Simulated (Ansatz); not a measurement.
Question: Name a neutral molecule of C, O, Se and H with vertical ionisation energy (CCSD(T)/def2-TZVPP) between 8.65 and 8.95 eV and zero-point energy (PBE0-D4/def2-TZVP) between 72 and 88 kJ/mol (Ansatz, PBE0-D4/def2-TZVP geometry).

Answer: `OC=[Se]` (8.72 eV, 80.7 kJ/mol). Other molecules can fit too; these were computed, each in one conformer that needn't be the lowest.
